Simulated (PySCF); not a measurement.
C₄H₇O₂, SMILES [CH]1OCCOC1, multiplicity 2.

The structure is a stationary point at PBE-D3(BJ)/def2-SVP. The isomer is the one that the SMILES or the coordinates give; other isomers of the formula were not compared. Other conformers were not sampled.

Calculation: PBE-D3(BJ)/def2-SVP (PySCF 2.14.0).

Frequencies are harmonic and unscaled.

**Question.** Give all harmonic wavenumbers and intensities. (Estimate from the structure and the level; the computed values follow.)

**Answer.** 
```csv
mode,ν (cm⁻¹),IR (km/mol),moving atoms (share of kinetic energy)
1,214,2.3,"H 49 %, C 38 %, O 13 %"
2,249,10.2,"O 41 %, C 31 %, H 28 %"
3,386,2.1,"H 53 %, O 25 %, C 22 %"
4,440,1.0,"O 68 %, C 26 %"
5,481,17.0,"H 54 %, C 42 %"
6,530,6.1,"H 56 %, C 32 %, O 12 %"
7,728,17.5,"C 45 %, H 37 %, O 18 %"
8,846,7.0,"C 58 %, H 21 %, O 20 %"
9,868,40.2,"H 36 %, O 33 %, C 32 %"
10,896,22.5,"C 47 %, H 36 %, O 17 %"
11,937,22.5,"C 48 %, H 42 %, O 9 %"
12,1020,6.0,"C 50 %, H 41 %, O 9 %"
13,1042,9.4,"C 60 %, H 35 %"
14,1085,0.5,"C 50 %, H 45 %"
15,1123,59.1,"C 51 %, O 42 %"
16,1186,18.3,"H 84 %, C 11 %"
17,1226,45.3,"H 55 %, C 29 %, O 16 %"
18,1249,70.9,"H 67 %, O 20 %, C 13 %"
19,1269,12.5,"H 83 %, O 10 %"
20,1294,1.0,"H 83 %, C 13 %"
21,1332,20.4,"H 66 %, C 32 %"
22,1356,16.4,"H 73 %, C 26 %"
23,1376,6.4,"H 54 %, C 39 %"
24,1391,2.8,H 92 %
25,1411,4.3,"H 90 %, C 10 %"
26,1416,16.6,"H 79 %, C 16 %"
27,2754,103.2,H 94 %
28,2886,60.5,H 94 %
29,2950,51.7,H 94 %
30,3024,19.9,"H 92 %, C 8 %"
31,3034,24.4,"H 91 %, C 9 %"
32,3049,22.3,"H 91 %, C 9 %"
33,3118,19.3,"H 92 %, C 8 %"
```
